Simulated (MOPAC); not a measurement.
Input for MOPAC: PM7 on C2H7B (SMILES BCC), a point of a torsion scan.

```
PM7 1SCF PRECISE CHARGE=0 THREADS=1
C2H7B

B      1.45693002 1     0.19904594 1    -0.16130025 1
C      0.10965075 1    -0.33143654 1     0.43662817 1
C     -1.19078551 1     0.15598157 1    -0.20649398 1
H      2.45538974 1    -0.00853953 1     0.41240782 1
H      1.48639830 1     0.75747342 1    -1.18790387 1
H      0.05165367 1    -0.19091699 1     1.51913277 1
H      0.17036249 1    -1.42137101 1     0.30799279 1
H     -1.09464972 1     0.19676738 1    -1.28854019 1
H     -2.02900154 1    -0.48932608 1     0.04920745 1
H     -1.42342777 1     1.16211467 1     0.13813410 1
```

Program output:

```
*******************************************************************************
 **                                                                           **
 **                              MOPAC v23.2.5                                **
 **                                                                           **
 *******************************************************************************
 ** MOPAC's Digital Object Identifier: https://doi.org/10.5281/zenodo.6511958 **
 **                                                                           **
 ** Please cite the open-source release paper for use of this MOPAC version:  **
 ** J. E. Moussa and J. J. P. Stewart (2026)                                  **
 ** MOPAC: An open-source semiempirical molecular orbital program             **
 ** J. Open Source Softw., 11(119), 8025, https://doi.org/10.21105/joss.08025 **
 *******************************************************************************

                              PM7 CALCULATION RESULTS

 *******************************************************************************
 *  PM7        - The PM7 Hamiltonian to be used
 *
 *
 *
 *                 CHARGE ON SYSTEM = 0
 *
 *
 *
 *  PRECISE    - TIGHTER CRITERIA TO BE USED
 *  1SCF       - DO 1 SCF AND THEN STOP
 *  THREADS=1  - MULTI-THREADING NOT USED
 *  T=         - A TIME OF 172800.0 SECONDS REQUESTED
 *  DUMP=N     - RESTART FILE WRITTEN EVERY 7200.0 SECONDS REQUESTED
 *******************************************************************************
PM7 1SCF PRECISE CHARGE=0 THREADS=1
 C2H7B

   ATOM   CHEMICAL          X               Y               Z
  NUMBER   SYMBOL      (ANGSTROMS)     (ANGSTROMS)     (ANGSTROMS)

     1       B          1.45693002  *   0.19904594  *  -0.16130025  *
     2       C          0.10965075  *  -0.33143654  *   0.43662817  *
     3       C         -1.19078551  *   0.15598157  *  -0.20649398  *
     4       H          2.45538974  *  -0.00853953  *   0.41240782  *
     5       H          1.48639830  *   0.75747342  *  -1.18790387  *
     6       H          0.05165367  *  -0.19091699  *   1.51913277  *
     7       H          0.17036249  *  -1.42137101  *   0.30799279  *
     8       H         -1.09464972  *   0.19676738  *  -1.28854019  *
     9       H         -2.02900154  *  -0.48932608  *   0.04920745  *
    10       H         -1.42342777  *   1.16211467  *   0.13813410  *



          CARTESIAN COORDINATES

    NO.       ATOM           X           Y           Z

     1         B          1.4569      0.1990     -0.1613
     2         C          0.1097     -0.3314      0.4366
     3         C         -1.1908      0.1560     -0.2065
     4         H          2.4554     -0.0085      0.4124
     5         H          1.4864      0.7575     -1.1879
     6         H          0.0517     -0.1909      1.5191
     7         H          0.1704     -1.4214      0.3080
     8         H         -1.0946      0.1968     -1.2885
     9         H         -2.0290     -0.4893      0.0492
    10         H         -1.4234      1.1621      0.1381

 General Reference for PM7:
 "Optimization of Parameters for Semiempirical Methods VI: More Modifications to the
 NDDO Approximations and Re-optimization of Parameters", J. J. P. Stewart, J. Mol. Mod., 1:32, 19 (2013)
 https://link.springer.com/article/10.1007/s00894-012-1667-x

           Empirical Formula: C2 H7 B  =    10 atoms



      MOLECULAR POINT GROUP   :   C1


      RHF CALCULATION, NO. OF DOUBLY OCCUPIED LEVELS = 9


 -------------------------------------------------------------------------------
 PM7 1SCF PRECISE CHARGE=0 THREADS=1
 C2H7B



     1SCF WAS SPECIFIED, SO BFGS WAS NOT USED
     SCF FIELD WAS ACHIEVED


                              PM7 CALCULATION
                                                       MOPAC v23.2.5 Linux




          FINAL HEAT OF FORMATION =          0.93094 KCAL/MOL =       3.89506 KJ/MOL


          COSMO AREA              =         97.08 SQUARE ANGSTROMS
          COSMO VOLUME            =         80.34 CUBIC ANGSTROMS

          IONIZATION POTENTIAL    =         11.046418 EV
          HOMO LUMO ENERGIES (EV) =        -11.046 -0.283
          NO. OF FILLED LEVELS    =          9
          MOLECULAR WEIGHT        =         41.8873         POINT GROUP:  C1

          MOLECULAR DIMENSIONS (Angstroms)

            Atom       Atom       Distance
            H     9    H     4     4.52469
            H     6    H     5     2.92947
            H     7    H    10     2.61988


          SCF CALCULATIONS        =          1





   ATOM   CHEMICAL          X               Y               Z
  NUMBER   SYMBOL      (ANGSTROMS)     (ANGSTROMS)     (ANGSTROMS)

     1       B          1.45693002  *   0.19904594  *  -0.16130025  *
     2       C          0.10965075  *  -0.33143654  *   0.43662817  *
     3       C         -1.19078551  *   0.15598157  *  -0.20649398  *
     4       H          2.45538974  *  -0.00853953  *   0.41240782  *
     5       H          1.48639830  *   0.75747342  *  -1.18790387  *
     6       H          0.05165367  *  -0.19091699  *   1.51913277  *
     7       H          0.17036249  *  -1.42137101  *   0.30799279  *
     8       H         -1.09464972  *   0.19676738  *  -1.28854019  *
     9       H         -2.02900154  *  -0.48932608  *   0.04920745  *
    10       H         -1.42342777  *   1.16211467  *   0.13813410  *

                             CARTESIAN COORDINATES

   1    B        1.456930020     0.199045940    -0.161300250
   2    C        0.109650750    -0.331436540     0.436628170
   3    C       -1.190785510     0.155981570    -0.206493980
   4    H        2.455389740    -0.008539530     0.412407820
   5    H        1.486398300     0.757473420    -1.187903870
   6    H        0.051653670    -0.190916990     1.519132770
   7    H        0.170362490    -1.421371010     0.307992790
   8    H       -1.094649720     0.196767380    -1.288540190
   9    H       -2.029001540    -0.489326080     0.049207450
  10    H       -1.423427770     1.162114670     0.138134100


           Empirical Formula: C2 H7 B  =    10 atoms



      MOLECULAR POINT GROUP   :   C1


                  EIGENVALUES
 -27.02938 -21.26594 -15.74694 -15.13635 -14.24968 -13.13574 -11.99530 -11.32871
 -11.04642  -0.28343   3.13243   4.00524   4.57660   5.56003   5.97799   6.11145
   6.46728   6.79737   7.15958


              NET ATOMIC CHARGES AND DIPOLE CONTRIBUTIONS

  ATOM NO.   TYPE          CHARGE      No. of ELECS.   s-Pop       p-Pop
    1          B           0.024922        2.9751     0.79452     2.18056
    2          C          -0.414112        4.4141     1.05555     3.35857
    3          C          -0.417680        4.4177     1.04703     3.37065
    4          H           0.036745        0.9633     0.96326
    5          H           0.042139        0.9579     0.95786
    6          H           0.152070        0.8479     0.84793
    7          H           0.158605        0.8414     0.84139
    8          H           0.141807        0.8582     0.85819
    9          H           0.136325        0.8637     0.86367
   10          H           0.139179        0.8608     0.86082
 DIPOLE           X         Y         Z       TOTAL
 POINT-CHG.     0.221    -0.110    -0.050     0.252
 HYBRID        -0.429    -0.220     0.189     0.518
 SUM           -0.208    -0.330     0.139     0.414


          ATOMIC ORBITAL ELECTRON POPULATIONS

     Atom    s        px        py        pz
    1  B   0.79452   1.00150   0.30078   0.87828
    2  C   1.05555   1.07539   1.14541   1.13776
    3  C   1.04703   1.06517   1.15638   1.14911
    4  H   0.96326
    5  H   0.95786
    6  H   0.84793
    7  H   0.84139
    8  H   0.85819
    9  H   0.86367
   10  H   0.86082

 **********************
 *                    *
 * JOB ENDED NORMALLY *
 *                    *
 **********************




 == MOPAC DONE ==
```

The run finished.

Cost: roughly 0.06 core-seconds.
